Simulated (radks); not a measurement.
Results of a calculation; reference values are marked as such.
Question: Co4+, 23 electrons, occupied as [Ne] 3s2 3p5 3d5 4d1 (not the ground configuration). Code: a radial shooting solver on a logarithmic mesh with Libxc functionals. Model: non-relativistic Kohn-Sham, HCTH/407, spin-polarised, spherical densities, point nucleus; open shells are filled with parallel spins first. Some entries of the table are withheld. Estimate them.

| orbital | occ. | eigenvalue (eV) | <1/r> (bohr^-1) | <r> (bohr) |
|---|---|---|---|---|
| 1s up | 1 | -7593.646 | 26.49 | 0.05695 |
| 1s down | 1 | -7593.041 | 26.49 | 0.05694 |
| 2s up | 1 | -966.0455 | 5.704 | 0.2589 |
| 2s down | 1 | -961.4618 | 5.726 | 0.2579 |
| 2p up | 3 | -850.3925 | 5.663 | 0.2262 |
| 2p down | 3 | -846.6691 | 5.680 | 0.2253 |
| 3s up | 1 | -177.9923 | 1.872 | 0.7553 |
| 3s down | 1 | -167.5796 | 1.842 | 0.7650 |
| 3p up | 3 | -142.5372 | 1.769 | 0.7738 |
| 3p down | 2 | -132.2363 | 1.731 | 0.7894 |
| 3d up | 5 | -83.1849 | (1) | 0.8129 |
| 3d down | 0 | -73.2487 | (2) | 0.8536 |
| 4d up | 1 | -28.5554 | 0.4855 | 2.674 |

Answer: 
(1) 3d up <1/r> (bohr^-1): 1.538
(2) 3d down <1/r> (bohr^-1): 1.482
